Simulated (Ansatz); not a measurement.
Ideal-gas functions of `C[Se]C=S` at 500 K and 1 bar, from an Ansatz frequency run at PBE0-D4/def2-TZVP.

Molar mass 139.08 g/mol, point group Cs (symmetry number 1), electronic degeneracy 1, moments of inertia 40.471, 292.703, 329.93 u Å². Harmonic wavenumbers (cm⁻¹, unscaled): 78, 139, 153, 287, 613, 666, 792, 912, 916, 1090, 1253, 1308, 1459, 1465, 3078, 3087, 3180, 3183.

Use S(trans) = R[1.5 ln M + 2.5 ln T − 1.1517]; rotational temperatures θ = 24.2544 K / I; S(rot) = R[ln(√π/σ · √(T³/θAθBθC)) + 1.5]; for each mode x = 1.438777 ν̃/T, S = R[x/(eˣ − 1) − ln(1 − e⁻ˣ)] and H = RT x/(eˣ − 1); 1 cm⁻¹ = 0.0119627 kJ/mol; R = 8.31446 J/(mol·K).

By hand: the entropy, in J/(mol·K).

Translation 181.2. Rotation: θ = 0.5993, 0.0829, 0.0735 K, giving 118.1. Vibration, mode by mode: 20.75, 15.99, 15.20, 10.14, 4.60, 4.07, 3.06, 2.33, 2.31, 1.55, 1.07, 0.94, 0.66, 0.65, 0.01, 0.01, 0.01, 0.01, in all 83.4. Electronic 0.0. Sum 382.7 J/(mol·K).

By hand: H − E and G − E in kJ/mol, counted from the electronic energy.

Zero-point energy ½ × 23659 × 0.0119627 = 141.5; thermal vibration 20.7; translation, rotation and pV give 4 RT = 16.6. H − E = 178.8 kJ/mol, and G − E = 178.8 − 500 × 382.7/1000 = -12.5 kJ/mol.

Vibration gives 22 % of the entropy, 36.7 J/(mol·K) of it from the modes under 150 cm⁻¹: soft modes count most, and the harmonic formula is weakest for them. The sum counts one conformer and one mirror image; others add a mixing term.
